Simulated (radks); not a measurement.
Br+, configuration [Ar] 3d8.5 4s2 4p5.5 (fractional occupations, a model configuration). Calculated with a radial shooting solver on a logarithmic mesh with Libxc functionals: Dirac Kohn-Sham, PBE, spin-unpolarised, spherical densities, point nucleus; open shells fill j = l - 1/2 first.

Radial electron density D(r) = 4 pi r^2 rho(r):

| r (bohr) | D(r) (e/bohr) |
|---|---|
| 0.001649 | 1.113 |
| 0.002147 | 1.790 |
| 0.002796 | 2.849 |
| 0.003641 | 4.474 |
| 0.004741 | 6.902 |
| 0.006173 | 10.40 |
| 0.008039 | 15.21 |
| 0.01055 | 21.60 |
| 0.01374 | 28.85 |
| 0.01789 | 36.10 |
| 0.0233 | 41.66 |
| 0.03033 | 43.67 |
| 0.0395 | 41.49 |
| 0.05143 | 37.36 |
| 0.06751 | 36.24 |
| 0.0879 | 41.71 |
| 0.1145 | 49.80 |
| 0.149 | 50.53 |
| 0.1941 | 39.94 |
| 0.2527 | 28.76 |
| 0.3291 | 28.98 |
| 0.4319 | 34.03 |
| 0.5624 | 28.88 |
| 0.7323 | 16.16 |
| 0.9536 | 7.827 |
| 1.242 | 6.063 |
| 1.617 | 5.296 |
| 2.105 | 3.143 |
| 2.763 | 1.095 |
| 3.598 | 0.2298 |
| 4.686 | 0.02547 |
| 6.101 | 0.001221 |

D(r) has 3 maxima, at r = 0.0301, 0.133, 0.442 bohr, and minima at 0.0623, 0.285 bohr, inside which lie 2.08, 10.97 electrons.
